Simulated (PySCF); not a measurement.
## TDDFT excited states: C2H6MgSe

Compound: MgMe(SeMe), C₂H₆MgSe.
Geometry (PBE0-D3(BJ)/def2-SVP, Å), atoms numbered from 1 in this order:
```
atom  x, y, z in Å
Mg1    0.337   -0.867    0.194
C2     0.426   -1.491    2.184
H3    -0.549   -1.404    2.692
H4     1.153   -0.903    2.768
H5     0.734   -2.549    2.253
Se6    0.256   -0.219   -2.158
C7    -0.482    1.600   -1.987
H8    -1.345    1.635   -1.309
H9    -0.819    1.896   -2.989
H10    0.289    2.303   -1.649
```

Computed with PySCF, TDDFT PBE0/def2-SVPD, vertical, gas phase, core orbitals frozen in the response. The PBE0/def2-SVPD calculation is non-relativistic and has no spin–orbit coupling, an omission that weighs most on selenium.

```tsv
state	E (eV)	E (hartree)	f	main configurations (H = HOMO, L = LUMO)
S1	4.03	0.1482	0.020	H→L (88%), H→L+1 (10%)
S2	4.17	0.1533	0.019	H→L+1 (88%), H→L (10%)
S3	4.81	0.1769	0.0099	H-1→L (40%), H→L+2 (36%), H-1→L+1 (22%)
S4	4.95	0.1819	0.0087	H-1→L+1 (68%), H→L+2 (29%)
S5	5.33	0.1959	0.488	H-1→L (56%), H→L+2 (32%)
S6	5.45	0.2003	0.0052	H-1→L+2 (96%)
S7	5.78	0.2126	0.020	H→L+3 (79%), H→L+4 (17%)
S8	5.90	0.2168	0.0089	H→L+4 (71%), H→L+3 (17%)
S9	5.96	0.2190	0.027	H-2→L (87%)
S10	6.02	0.2213	0.025	H-2→L+1 (89%)
```

Triplets (Tamm–Dancoff): T1 3.81 eV, H→L (88%); T2 3.88 eV, H→L+1 (85%); T3 4.26 eV, H-1→L (86%); T4 4.50 eV, H→L+2 (79%).

The lowest singlet comes at 308 nm (389 kJ/mol) in the ultraviolet; it is weak; its leading configuration is HOMO→LUMO (88%). The most intense listed level is S5 at 5.33 eV (233 nm, f = 0.488), 1.30 eV above S1. Löwdin shares by element: HOMO selenium 76%, carbon 10% or more, magnesium 10%; LUMO magnesium 57%, selenium 19%, carbon 15%. The oscillator strengths of these states sum to 0.631; summed over the whole spectrum of an exact calculation they would give the number of electrons, 64 (Thomas–Reiche–Kuhn). The listed states span 1.99 eV, and the widest gap between neighbours is 0.64 eV (S2 to S3). Weighted by f, the mean energy of these states is 5.32 eV. No computed singlet lies in the visible range (380 to 750 nm); the lowest, at 308 nm, stands 0.77 eV above its violet end (3.26 eV). The vertical ionisation energy (ΔSCF) is 8.23 eV, 2.21 eV above S10. Singlets were solved by full linear response, triplets in the Tamm–Dancoff approximation.
